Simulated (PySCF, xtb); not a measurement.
Si(H)2(F)(Me) (CH₅FSi), SMILES C[SiH2]F.

Harmonic wavenumbers (cm⁻¹) from GFN2-xTB (xtb) at its own minimum, in rising order: 112, 205, 475, 581, 690, 750, 773, 809, 831, 855, 1377, 1480, 1482, 2311, 2333, 3031, 3034, 3048.

Question: What does PySCF 2.14.0 with B3LYP-D3(BJ)/def2-TZVP give at its own minimum? (An estimate is asked for; the answer gives what the named calculation found.)

Answer: 162, 245, 509, 680, 737, 769, 853, 888, 960, 983, 1297, 1455, 1460, 2238, 2238, 3031, 3099, 3110. Paired by order, the mean absolute difference is 63 cm⁻¹ and the zero-point energies are 34.6 and 35.3 kcal/mol.
